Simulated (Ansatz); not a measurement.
Basis-set extrapolation for C$_{2}$H$_{6}$AlClSi (PBE0-D4/def2-TZVP geometry, frozen core, Ansatz 0.2.0). Multiplicity 1, RHF reference.

```
                       def2-TZVPP    def2-QZVPP
                 HF  -1069.602654  -1069.634469
    MP2 correlation     -0.730306     -0.786140
CCSD(T) correlation     -0.824952       not run
```

Energies in hartree. Use E(X) = E(∞) + A·exp(−7.88·√X) for Hartree–Fock and E(X) = E(∞) + B·X^(−2.97) for correlation, with X = 3 and 4, and add CCSD(T) minus MP2 of the smaller set to the MP2 limit.

Task: What is the CCSD(T) energy at the basis-set limit?

Result: HF limit: -1069.634469 + (-0.031815) × 0.13774 = -1069.63885. MP2 limit: -0.786140 + (-0.055834) × 0.74074 = -0.82750. Higher-order term: -0.824952 − (-0.730306) = -0.09465. Total: -1070.56100 hartree, 350.2 kJ/mol below CCSD(T)/def2-TZVPP.
